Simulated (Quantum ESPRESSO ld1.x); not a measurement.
Problem. All-electron atom: a nucleus of charge 5.5 with 5 electrons in [He] 2s2 2p1. Method: non-relativistic Kohn-Sham, LDA (Slater exchange, Perdew-Zunger correlation), spin-polarised, spherical densities, point nucleus; open shells are filled with parallel spins first; computed with ld1.x of Quantum ESPRESSO 7.5. Some entries of the table are withheld. Estimate them.

| orbital | occ. | eigenvalue (eV) | <r^2> (bohr^2) |
|---|---|---|---|
| 1s up | 1 | (1) | 0.1220 |
| 1s down | 1 | (2) | 0.1214 |
| 2s up | 1 | -17.117 | 3.339 |
| 2s down | 1 | -15.791 | 3.489 |
| 2p up | 1 | -10.027 | (3) |
| 2p down | 0 | -8.754 | (4) |

Solution. 
(1) 1s up eigenvalue (eV): -228.738
(2) 1s down eigenvalue (eV): -228.275
(3) 2p up <r^2> (bohr^2): 3.965
(4) 2p down <r^2> (bohr^2): 4.364
